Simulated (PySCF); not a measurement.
Species: C5H5F3.
SMILES with atom numbers: `[CH3:1][CH2:2][C:3]#[C:4][C:5]([F:6])([F:7])[F:8]` (hydrogens: H9, H10, H11 on C1; H12, H13 on C2)

Computed with PBE0-D3(BJ)/def2-SVP geometry optimisation, gas phase (PySCF).

Q: What internal coordinates does the optimisation give?

A: 
| bond | length (bohr) |
| --- | --- |
| C1–C2 | 2.887 |
| C2–C3 | 2.749 |
| C3≡C4 | 2.286 |
| C4–C5 | 2.765 |
| C5–F6, C5–F7, C5–F8 | 2.522 |
| C1–H9, C1–H10, C1–H11 | 2.078 |
| C2–H12, C2–H13 | 2.085 |

Bonds in one row agree within 0.02 bohr and their mean is given. A selection of angles:
| angle | degrees |
| --- | --- |
| C1–C2–C3 | 113.2 |
| C2–C3–C4 | 178.7 |
| C3–C4–C5 | 179.9 |
| C4–C5–F6 | 111.2 |
| F6–C5–F7 | 107.5 |

The 4 C–C bonds span 1.210 Å (C3≡C4, drawn triple) to 1.528 Å (C1–C2, drawn single), a spread of 0.318 Å. All 3 C–F bonds measure 1.334 to 1.335 Å.

Point group: C1 (no symmetry element, even within 0.4 Å). No frequency check.
